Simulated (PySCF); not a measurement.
# Radial density of Ho (holmium, neutral)

UHF, [Xe] 4f11 6s2, one real determinant. All numbers are calculated (PySCF 2.14, the spin-free X2C one-electron Hamiltonian (Gaussian nucleus), in cc-pVTZ-X2C (10s9p7d5f3g1h, 145 functions)).

```json
{"r (bohr)": "0.0168", "4πr²ρ (e/bohr)": "89.08", "4πr²(ρα − ρβ)": "0.0011"}
{"r (bohr)": "0.0283", "4πr²ρ (e/bohr)": "79.01", "4πr²(ρα − ρβ)": "0.0025"}
{"r (bohr)": "0.0476", "4πr²ρ (e/bohr)": "107.3", "4πr²(ρα − ρβ)": "0.0040"}
{"r (bohr)": "0.0800", "4πr²ρ (e/bohr)": "111.1", "4πr²(ρα − ρβ)": "0.0045"}
{"r (bohr)": "0.135", "4πr²ρ (e/bohr)": "94.29", "4πr²(ρα − ρβ)": "0.1229"}
{"r (bohr)": "0.226", "4πr²ρ (e/bohr)": "90.18", "4πr²(ρα − ρβ)": "0.9904"}
{"r (bohr)": "0.381", "4πr²ρ (e/bohr)": "49.59", "4πr²(ρα − ρβ)": "3.2728"}
{"r (bohr)": "0.641", "4πr²ρ (e/bohr)": "44.27", "4πr²(ρα − ρβ)": "3.6995"}
{"r (bohr)": "1.08", "4πr²ρ (e/bohr)": "14.54", "4πr²(ρα − ρβ)": "1.5505"}
{"r (bohr)": "1.81", "4πr²ρ (e/bohr)": "4.944", "4πr²(ρα − ρβ)": "0.1519"}
{"r (bohr)": "3.05", "4πr²ρ (e/bohr)": "0.8136", "4πr²(ρα − ρβ)": "-0.0026"}
{"r (bohr)": "5.13", "4πr²ρ (e/bohr)": "0.3672", "4πr²(ρα − ρβ)": "-0.0031"}
{"r (bohr)": "8.62", "4πr²ρ (e/bohr)": "0.03176", "4πr²(ρα − ρβ)": "-0.0011"}
{"r (bohr)": "14.5", "4πr²ρ (e/bohr)": "0.0001482", "4πr²(ρα − ρβ)": "0.0000"}
```

Densities and radii are taken from the X2C orbitals without a picture-change correction, which distorts them close to the nucleus.

⟨L²⟩ = 34.03 against 42 for a pure I term, so this real determinant mixes terms. Spin-orbit coupling, absent here, splits the open shell strongly.

(1) Where is the radial spin density 4πr²(ρα − ρβ) most negative, and why is it negative at all?

## Answers

(1) Around r = 5.13 bohr, down to -0.0031 e/bohr: exchange with the open shell polarises the paired shells in an unrestricted calculation.
